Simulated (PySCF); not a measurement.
Isomers of C7H14OSi. Computed with PBE0-D3(BJ)/def2-SVP geometry optimisation, gas phase in PySCF. Energies are electronic, without zero-point or thermal terms, for one conformer each. No frequencies were run at this level. Point groups hold within 0.08 Å.

Task: Rank from lowest to highest electronic energy at this level (kcal/mol).
A. `[CH2:1]=[CH:2]/[C:3](=[CH:4]\[CH2:5][O:6][SiH3:7])[CH2:8][CH3:9]` with C1–C2–C3–C4 -172°, C3–C4–C5–O6 -171°, C4–C5–O6–Si7 178°, C2–C3–C8–C9 74°
B. `[CH3:1][CH:2]([CH3:3])[O:4][SiH:5]1[CH2:6][CH:7]=[CH:8][CH2:9]1` with C1–C2–O4–Si5 134°, C2–O4–Si5–C6 -178°
C. `[CH2:1]1[CH2:2][SiH:3]([CH:4]2[CH2:5][CH2:6]2)[CH2:7][CH2:8][O:9]1` with C2–Si3–C4–C5 155°, O9–C1–C2–Si3 -55°, C1–C2–Si3–C4 163°, Si3–C4–C5–C6 -109°, C2–Si3–C7–C8 -40°
D. `[CH2:1]=[CH:2][C:3](=[CH2:4])[O:5][Si:6]([CH3:7])([CH3:8])[CH3:9]` with C1–C2–C3–C4 179°, C2–C3–O5–Si6 178°

Result: B (0.0), D (1.3), C (31.5), A (39.7).

As drawn, the lowest has an Si–C bond, which the highest lacks. Neighbours under 2.5 kcal/mol apart (CC(C)O[SiH]1CC=CC1 and C=CC(=C)O[Si](C)(C)C) can change places with a better method, another conformer or zero-point energy.

```csv
SMILES,E (Eh),E rel (kcal/mol),dipole (D),point group,"A, B, C (MHz)"
CC(C)O[SiH]1CC=CC1,-639.05975,0.0,0.87,C1,"2865, 759.8, 702.9"
C=CC(=C)O[Si](C)(C)C,-639.05776,1.3,1.27,near Cs,"1985, 888.0, 765.8"
C1C[SiH](C2CC2)CCO1,-639.00956,31.5,1.28,Cs,"3187, 783.2, 671.2"
C=C/C(=C\CO[SiH3])CC,-638.99642,39.7,0.87,C1,"2938, 495.7, 443.2"
```

Task: As an exercise, what shares would exp(−E/RT) give at 2000 K from these electronic energies alone (no entropy, no degeneracies)?

Result: RT = 3.974 kcal/mol: CC(C)O[SiH]1CC=CC1 57.8 %, C=CC(=C)O[Si](C)(C)C 42.2 %, C1C[SiH](C2CC2)CCO1 under 0.1 %, C=C/C(=C\CO[SiH3])CC under 0.1 %.
